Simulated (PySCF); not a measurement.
# Identify the compound

An unknown has the formula C3H5NSi2. Its calculated NMR data are:

$^{1}$H NMR (400 MHz, computed): δ 4.92 (m, 1H), 3.68 (d, 3H), 2.18 (d, 1H).

$^{13}$C{$^{1}$H} NMR (computed): δ 122.0, 108.8, 81.1.

PySCF calculation with shieldings: GIAO PBE0/pcSseg-1 and geometry: GFN2-xTB; non-relativistic, fast rotation and ring inversion assumed for equivalent nuclei, no solvent model, one computed conformer.

References, each an isolated molecule treated in the same way: $^{1}$H (31.72 ppm), $^{13}$C (186.93 ppm) vs TMS.

**Question.** Propose a structure and justify it.

**Answer.** 
Rings plus π bonds: 4 (no ring in the answer). 3 carbon signals for 3 carbons: no two carbons are equivalent. Carbon types of the structure: 2 × C, 1 × CH, leaving 4 H on heteroatoms. δC 122.0: nitrile carbon; C≡N carbons fall here, among the sp2 signals but without a proton. δC 108.8: terminal alkyne carbon. δC 81.1: alkyne carbon; the triple bond shields along its axis, which puts it between sp3 and sp2 carbons. δH 4.92: hydrogen on a silicon bonded to 2 C, Si. δH 3.68: hydrogen on a silicon bonded to Si. δH 2.18: hydrogen on a terminal alkyne carbon; it lies on the axis of the triple bond, in its shielding cone.

The compound is SMILES C#C[Si@H]([SiH3])C#N.

This is the structure that produced the data.

Shifts are as computed. Against solution values, carbons near 30 ppm lie about +3 ppm off and those near 130 ppm about +5 ppm. Of 1211 compounds with measured shifts, 218 miss one by over three times the rms of a fit or turn the order of signals round; such compounds aren't used in these exercises. Multiplicities follow the n + 1 count of equivalent neighbours, as no J values were calculated; m marks all less simple cases, F and P coupling included.
